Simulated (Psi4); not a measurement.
C₂H₅S (SMILES CC[S]), doublet, geometry from GFN2-xTB. Base run: CCSD(T)/def2-SVP in Psi4 1.11.

The Psi4 input:
```
memory 2 GB

molecule mol {
0 2
  C     1.482554    0.659323   -0.016558
  C    -0.031544    0.783952    0.002485
  S    -0.844717   -0.823715    0.008237
  H    -0.371046    1.312006    0.895435
  H    -0.392973    1.316748   -0.878969
  H     1.933955    1.649482   -0.019490
  H     1.830643    0.118414    0.860426
  H     1.808830    0.123132   -0.904755
}

set basis def2-svp
set reference uhf
set freeze_core true

energy('ccsd(t)')
print_variables()
```

The base run was repeated with changes; each row names its change, and settings that it needs were set with it.

```csv
change,ΔE vs base (mEh),MP2 correlation (Eh),CC correlation without the perturbative part (Eh),basis functions,core-seconds (rough)
base,0.000,-0.39515,-0.44113,71,30
method = ccsd,12.035,-0.39515,-0.44113,71,20
method = mp3,18.206,-0.39491,-,71,3
method = mp2,___,-0.39491,-,71,2
```

Problem. Complete the blanks.

Solution. 
- method = mp2, ΔE vs base (mEh): 58.302

Open shells are given as the SCF converged; they aren't shown to be the lowest states, and a large step between rows can be another state.
